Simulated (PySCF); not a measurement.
aminoborane (H₄BN), singlet, at a GFN2-xTB geometry; MP2/6-31G (PySCF).

PySCF was given this input:
```python
from pyscf import gto, scf, mp

mol = gto.M(
    atom='''
B    -0.773072    0.038104   -0.006109
N     0.602765   -0.029710    0.004763
H    -1.389463   -0.957864   -0.026227
H    -1.288779    1.089872    0.005064
H     1.203192    0.777969    0.021946
H     1.121057   -0.892529   -0.003580
''',
    basis='6-31g',
    charge=0,
    spin=0,
    verbose=4,
)

mf = scf.RHF(mol)
mf.kernel()

pt = mp.MP2(mf)
pt.kernel()
print('E(MP2) = %.10f' % pt.e_tot)
```

The log (banner, timings and long lists left out):

```
PySCF version 2.14.0

[INPUT] verbose = 4
[INPUT] num. atoms = 6
[INPUT] num. electrons = 16
[INPUT] charge = 0
[INPUT] spin (= nelec alpha-beta = 2S) = 0
[INPUT] symmetry False subgroup None
[INPUT] Mole.unit = angstrom
[INPUT] Symbol           X                Y                Z      unit          X                Y                Z       unit  Magmom
[INPUT]  1 B     -0.773072000000   0.038104000000  -0.006109000000 AA   -1.460894354570   0.072006124250  -0.011544336895 Bohr   0.0
[INPUT]  2 N      0.602765000000  -0.029710000000   0.004763000000 AA    1.139060767473  -0.056143763161   0.009000765531 Bohr   0.0
[INPUT]  3 H     -1.389463000000  -0.957864000000  -0.026227000000 AA   -2.625704530217  -1.810100624580  -0.049561847069 Bohr   0.0
[INPUT]  4 H     -1.288779000000   1.089872000000   0.005064000000 AA   -2.435439345091   2.059559590832   0.009569573095 Bohr   0.0
[INPUT]  5 H      1.203192000000   0.777969000000   0.021946000000 AA    2.273703355268   1.470148343402   0.041471929530 Bohr   0.0
[INPUT]  6 H      1.121057000000  -0.892529000000  -0.003580000000 AA    2.118490700027  -1.686635368232  -0.006765219526 Bohr   0.0

nuclear repulsion = 32.5355143010022
number of shells = 18
number of NR pGTOs = 60
number of NR cGTOs = 26
basis = 6-31g
ecp = {}

******** <class 'pyscf.scf.hf.RHF'> ********
method = RHF
initial guess = minao
damping factor = 0
level_shift factor = 0
DIIS = <class 'pyscf.scf.diis.CDIIS'>
diis_start_cycle = 1
diis_space = 8
diis_damp = 0
SCF conv_tol = 1e-09
SCF conv_tol_grad = None
SCF max_cycles = 50
direct_scf = True
direct_scf_tol = 1e-13
Set gradient conv threshold to 3.16228e-05
Initial guess from minao.
init E= -81.5490725328813
  HOMO = -0.342629765981311  LUMO = 0.0674773512313629  gap/eV = 11.15958
cycle= 1 E= -81.4418964707596  delta_E= 0.107  |g|= 0.224  |ddm|= 1.87
  HOMO = -0.432245792587036  LUMO = 0.171974335010443  gap/eV = 16.44167
cycle= 2 E= -81.4604645849813  delta_E= -0.0186  |g|= 0.0541  |ddm|= 0.289
  HOMO = -0.44457919143494  LUMO = 0.169943294722613  gap/eV = 16.72201
cycle= 3 E= -81.4616032944858  delta_E= -0.00114  |g|= 0.0263  |ddm|= 0.0864
  HOMO = -0.435113178535518  LUMO = 0.172149202158316  gap/eV = 16.52445
cycle= 4 E= -81.4617685430406  delta_E= -0.000165  |g|= 0.00288  |ddm|= 0.0224
  HOMO = -0.435601712538769  LUMO = 0.17231654247147  gap/eV = 16.54230
cycle= 5 E= -81.461774143969  delta_E= -5.6e-06  |g|= 0.000717  |ddm|= 0.00721
  HOMO = -0.43567789989984  LUMO = 0.172146585999025  gap/eV = 16.53975
cycle= 6 E= -81.4617744860835  delta_E= -3.42e-07  |g|= 0.000227  |ddm|= 0.00153
  HOMO = -0.435644567636003  LUMO = 0.172187260399991  gap/eV = 16.53995
cycle= 7 E= -81.4617745287424  delta_E= -4.27e-08  |g|= 5.23e-05  |ddm|= 0.000523
  HOMO = -0.435652858802622  LUMO = 0.172178219752992  gap/eV = 16.53993
cycle= 8 E= -81.4617745307418  delta_E= -2e-09  |g|= 8.41e-06  |ddm|= 0.000108
  HOMO = -0.435654425157051  LUMO = 0.172177297806707  gap/eV = 16.53994
cycle= 9 E= -81.4617745307902  delta_E= -4.84e-11  |g|= 6.91e-07  |ddm|= 1.95e-05
  HOMO = -0.435654477025757  LUMO = 0.172177204554157  gap/eV = 16.53994
Extra cycle  E= -81.4617745307905  delta_E= -2.84e-13  |g|= 2.49e-07  |ddm|= 1.19e-06
converged SCF energy = -81.4617745307905

******** <class 'pyscf.mp.mp2.RMP2'> ********
nocc = 8, nmo = 26
E(RMP2) = -81.6293971133045  E_corr = -0.167622582513983
E(SCS-RMP2) = -81.6329488170249  E_corr = -0.171174286234457
E_corr(same-spin) = -0.0345840147488332
E_corr(oppo-spin) = -0.133038567765149
E(MP2) = -81.6293971133
```
